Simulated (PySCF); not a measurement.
**Solvent effects on NMR parameters**

Cartesian coordinates in Å; atom numbers follow the order of the lines, from 1:
```xyz
18

C    -2.082    0.747    0.500
C    -2.261   -0.241   -0.598
S    -3.696   -0.737   -1.183
Si   -0.772   -1.050   -1.445
N     0.753   -0.448   -0.766
C     1.385    0.723   -1.136
C     2.375    1.004   -0.225
C     2.350   -0.031    0.753
C     1.346   -0.900    0.396
H    -1.424    1.569    0.167
H    -3.043    1.148    0.852
H    -1.544    0.274    1.340
H    -0.773   -0.695   -2.889
H    -0.808   -2.517   -1.210
H     1.083    1.259   -2.034
H     3.056    1.852   -0.262
H     3.008   -0.134    1.614
H     1.011   -1.822    0.870
```

GIAO PBE0/pcSseg-1 in PySCF 2.14 on one PBE0-D3(BJ)/def2-SVP conformer, non-relativistic, equivalent nuclei averaged. Solvents enter as an IEF-PCM continuum (benzene with ε = 2.3, chloroform with ε = 4.7) around the gas-phase geometry. Shifts are referred to TMS, CS2 computed in the same medium.

Gas phase, δ in ppm: C2 327.9, C6/C9 128.5, C7/C8 119.3, C1 50.8, S3 1314.8, Si4 -58.5, H15/H18 6.88, H16/H17 6.71, H13/H14 4.91, H10/H11/H12 3.22. Dipole moment 0.96 D.

Q: How does each δ change in the continuum?

A: 
```
      atoms                                         environment  Δδ, benzene  Δδ, chloroform
         C2                                 thiocarbonyl carbon         +3.0            +4.7
      C6/C9                 aromatic CH next to a ring nitrogen         +1.3            +2.1
      C7/C8                                         aromatic CH         -0.3            -0.5
         C1                                       methyl carbon         +1.1            +1.7
         S3                                       thione sulfur        -64.8          -105.4
        Si4                         silicon bonded to C, N, 2 H         +1.8            +2.8
    H15/H18  hydrogen on an aromatic CH next to a ring nitrogen        +0.13           +0.21
    H16/H17                          hydrogen on an aromatic CH        +0.03           +0.05
    H13/H14                hydrogen on a silicon bonded to C, N        +0.04           +0.06
H10/H11/H12                         hydrogen on a methyl carbon        +0.06           +0.10
```

Changes are relative to the gas phase. The dipole moment becomes 1.12 D in benzene, 1.22 D in chloroform.

Q: Which of the listed nuclei move most (in ppm), and what does the model miss? (N and O are left out, as their reference compounds move with the solvent too.)

A: S3 (thione sulfur, -105.4 ppm) in chloroform. A continuum only polarises the solute; specific hydrogen bonds, the anisotropy of aromatic solvents and changes of geometry or conformer are outside it.
